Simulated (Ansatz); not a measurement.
Born–Oppenheimer molecular dynamics of AlCl₂H₃O (7 atoms, charge 0, multiplicity 1). It starts at the highest image of a converged band, a first-order saddle point between two minima.

Theory: RKS r2SCAN-D4/def2-mTZVP (Ansatz 0.2.0).

```yaml
ensemble: NVE (velocity Verlet)
time_step: 0.5 fs
steps_asked: 200
starting_velocities_drawn_for: 100 K
seed: 10133
```

First frame:

```xyz
7
Properties=species:S:1:pos:R:3
Al 0.065 -0.304 -0.103
H 0.026 -0.060 1.626
Cl 1.832 0.406 -0.958
Cl -1.797 0.105 -0.977
O 0.150 -1.993 0.587
H -0.630 -2.564 0.521
H 0.026 -1.115 1.488
```

**Question.** How far do the bonds stretch over the last three quarters of this one trajectory? (Pairs bonded in most of those frames.)

**Answer.** 
```tsv
bond	mean (Å)	spread (Å)	shortest	longest
Al1–Cl3	2.097	0.032	2.03	2.13
Al1–Cl4	2.097	0.022	2.06	2.13
Al1–O5	1.698	0.047	1.63	1.78
H2–H7	0.751	0.042	0.69	0.83
O5–H6	0.966	0.007	0.95	0.98
```

Mean temperature of the second half: 1125 K. The conserved energy stayed within 0.25 meV per atom of its start (net change -0.085 meV per atom), so the integration is sound. The kinetic energy rose, since the run started high on the potential surface and went downhill. It ends in pieces (AlCl2HO + H2), so much of that is their flight and rotation, not heat. A run of 0.1 ps of so small a system gives no equilibrium averages. The orbitals stay closed-shell, which can raise the energy where a bond breaks towards radicals; this wasn't checked here.

Time of the run: 5.5 min on 4 threads of Intel(R) Xeon(R) Platinum 8259CL CPU @ 2.50GHz (Skylake/Cascade Lake), on a shared host, peak memory 0.19 GiB.
